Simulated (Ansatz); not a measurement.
Consider the ligand exchange at the Si–C bond: `C#C[SiH](F)Cl` + `C[SeH]` → `C[Se][SiH](F)Cl` + acetylene.

Calculated with Ansatz (gas phase, PBE0-D4/def2-TZVP geometries, no zero-point term in ΔE). CBS: MP2 limit from def2 TZ/QZ plus the TZ coupled-cluster correction, frozen cores. This one scheme is used for every species. DFT in def2-TZVPP. For Se outer-core shells are correlated without core-valence functions, which leaves a few kJ/mol of doubt a bond. Scalar relativity is left out up to krypton. Each species was taken in one conformer, which may not be the lowest.

```
          species  PBE0-D4 energy (Eh)
  `C#C[SiH](F)Cl`           -926.64705
         `C[SeH]`          -2441.74215
`C[Se][SiH](F)Cl`          -3291.14194
            `C#C`            -77.25790
```

Question: Work out ΔE.

Answer: ΔE = (-3291.14194) + (-77.25790) − (-926.64705) − (-2441.74215) = -0.01064 Eh = -6.7 kcal/mol. CCSD(T)/CBS gives -6.3 kcal/mol.

Largest T1 diagnostic among the species: 0.013.

Leaving LDA and LC-ωPBE aside and taking each functional with its dispersion term where it has one, the values, not all of them listed here, spread over 2.7 kcal/mol, from revPBE-D4 to B97M-V. LDA lies −0.8 kcal/mol from PBE without D4. In def2-TZVPP, CCSD(T) changes the Hartree–Fock value by −1.9 kcal/mol (the triples alone add −0.3 kcal/mol) and MP2 by −2.6 kcal/mol. At CCSD(T), def2-SVP lies +2.9 kcal/mol from the extrapolated value and def2-TZVPP +1.6 kcal/mol.
